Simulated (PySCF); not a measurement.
Compound: C₄HF₅.
SMILES with atom numbers: `[F:1][C:2]1=[C:3]([F:4])[C:5]([F:6])([F:7])[C@@H:8]1[F:9]` (hydrogens: H10 on C8)

Computed by this run: PySCF, PBE0-D3(BJ)/def2-SVP geometry optimisation, gas phase; density fitting, grid level 1; the optimiser is geomeTRIC in internal coordinates, started from a GFN2-xTB structure with every atom displaced at random (about 0.01 Å).

Step 1: E = -17715.1280 eV
```
atom  x, y, z in Å  |  force x, y, z in eV/Å
F1      1.5632    1.9194   -0.0646   -0.115  -0.427  -0.029
C2      0.8301    0.8293   -0.0604    0.532   0.450  -0.064
C3      1.0571   -0.4952   -0.0968   -2.040  -1.050   0.219
F4      1.9045   -1.4721   -0.0721    1.531   0.454  -0.107
C5     -0.4037   -0.8161    0.0246   -0.184   0.537  -0.129
F6     -0.9791   -1.4454   -1.0114    0.108   0.093   0.111
F7     -0.7453   -1.4754    1.1447    0.039  -0.099   0.048
C8     -0.6655    0.7089    0.0680   -0.002  -0.085  -0.143
F9     -1.4151    1.1686   -0.9665    0.146   0.087  -0.004
H10    -1.0970    1.0628    1.0153   -0.017   0.040   0.099
```

Step 2: E = -17715.3217 eV
```
atom  x, y, z in Å  |  force x, y, z in eV/Å
F1      1.5907    1.8731   -0.0673   -0.072  -0.276  -0.012
C2      0.8293    0.8086   -0.0608   -0.102   0.298  -0.078
C3      1.0223   -0.5163   -0.1007   -0.308  -0.619   0.220
F4      2.0029   -1.3735   -0.0735    0.370   0.269  -0.109
C5     -0.4341   -0.8296    0.0245   -0.007   0.193  -0.044
F6     -1.0133   -1.4573   -1.0075    0.016   0.134   0.081
F7     -0.7822   -1.4831    1.1473    0.003  -0.030   0.009
C8     -0.6684    0.7077    0.0676    0.046   0.015  -0.098
F9     -1.4051    1.1864   -0.9666    0.085   0.032  -0.009
H10    -1.0927    1.0691    1.0176   -0.030  -0.016   0.040
```

Problem. Estimate the geometry and energy of step 3. (The exact step hangs on the optimiser's Hessian estimate; all steps are aligned on step 2, rigid shifts and turns removed.)

Solution. E = -17715.3521 eV, largest force 0.125 eV/Å
```
atom  x, y, z in Å  |  force x, y, z in eV/Å
F1      1.6079    1.8318   -0.0782   -0.026   0.076  -0.006
C2      0.8178    0.7955   -0.0587    0.025   0.017  -0.043
C3      1.0159   -0.5287   -0.0880    0.011  -0.104   0.068
F4      2.0551   -1.3175   -0.0875    0.034   0.016  -0.035
C5     -0.4420   -0.8328    0.0312   -0.076  -0.001   0.028
F6     -1.0288   -1.4420   -1.0036   -0.021   0.002  -0.014
F7     -0.8022   -1.4879    1.1499   -0.021  -0.012   0.003
C8     -0.6742    0.7076    0.0696    0.087   0.028   0.016
F9     -1.3952    1.1908   -0.9726    0.011  -0.008   0.002
H10    -1.1051    1.0681    1.0187   -0.025  -0.015  -0.019
```

The energy changes by -0.0304 eV. The first-order estimate −F·Δx gives -0.0581 eV and the mean of the old and new forces, exact on a quadratic surface, -0.0303 eV. The step makes an angle of 55° with the force vector and moves no atom by more than 0.078 Å.

What follows is the cost of the whole optimisation. Hardware: Intel Xeon 6975P-C, one thread, shared host with 192 logical CPUs at a one-minute load of 41. Cost: 32 s wall, 0.51 GiB resident at most.
